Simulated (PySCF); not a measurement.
# Bond length, frequency and bond energy of BiF by level of theory

State: ³Σ⁻ (triplet), unpaired electrons π ↑↑. Set-up: PySCF, scalar-relativistic core potentials, basis sets Bi def2-SVP with ECP60, F def2-SVP. De refers to Bi + F in their high-spin ground configurations, without counterpoise correction. The functionals are run spin-unrestricted. A positive dipole means Bi(−)F(+).

| Level | Re (Å) | ωe (cm⁻¹) | De (eV) | μ (D) | CPU s a point (SCF and correlation, without the integrals) |
| --- | --- | --- | --- | --- | --- |
| UHF | 2.034 | 590 | 1.49 | -3.98 | 0.16 |
| UHF-MP2 | 2.048 | 576 | 3.25 | n/a | 0.23 |
| UHF-SCS-MP2 | 2.052 | 571 | 3.15 | n/a | n/a |
| UHF-CCSD | 2.051 | 571 | 2.93 | n/a | n/a |
| UHF-CCSD(T) | 2.055 | 564 | 3.03 | n/a | 2.8 |
| PBE | 2.068 | 548 | 4.06 | -2.95 | 0.63 |
| PBEsol | 2.053 | 564 | 4.29 | -2.88 | 0.52 |
| BLYP | 2.079 | 537 | 4.09 | -2.95 | 0.51 |
| TPSS | 2.063 | 555 | 3.90 | -3.00 | 0.73 |
| r²SCAN | 2.051 | 566 | 3.66 | -3.14 | 0.69 |
| PBE0 | 2.046 | 574 | 3.54 | -3.28 | 0.68 |
| ωB97X | 2.042 | 584 | 3.96 | -3.30 | 0.6 |

Which functional lies closest to UHF-CCSD(T) in De, which farthest, and by how much do they differ from it?

Closest is PBE0 (-0.9 pm in Re, +1.8 % in ωe, +0.51 eV in De against UHF-CCSD(T) in the same basis), farthest PBEsol (-0.2 pm in Re, +0.0 % in ωe, +1.26 eV in De). CCSD(T) converges more slowly with the basis than the functionals do and binds too weakly in this one, so the order can change at the basis-set limit.

What does a quarter of exact exchange do here, going from PBE to PBE0?

PBE0 less PBE: -2.2 pm in Re, +4.7 % in ωe, -0.52 eV in De. Exact exchange removes part of the self-interaction that spreads semilocal densities, and in most molecules shortens and stiffens the bond and lowers De; so it does here.

What does the step from GGA to meta-GGA do here, going from PBE to r²SCAN?

r²SCAN less PBE: -1.7 pm in Re, +3.3 % in ωe, -0.40 eV in De. 

Correlated steps freeze 5 core orbitals. Correlated levels converge slowly with the basis: in double zeta they bind strong bonds too weakly, by up to about 1 eV, and carry superposition errors of some tenths. These are scalar-relativistic numbers at best; spin–orbit coupling would shift them, the dissociation energy most. The state was picked by a PBE0 search and need not be the measured ground state.

The whole job (state search and all levels along the bond) took about 1.7 min on 1 thread of Arm Neoverse V1 (shared host), peak memory 0.46 GiB.
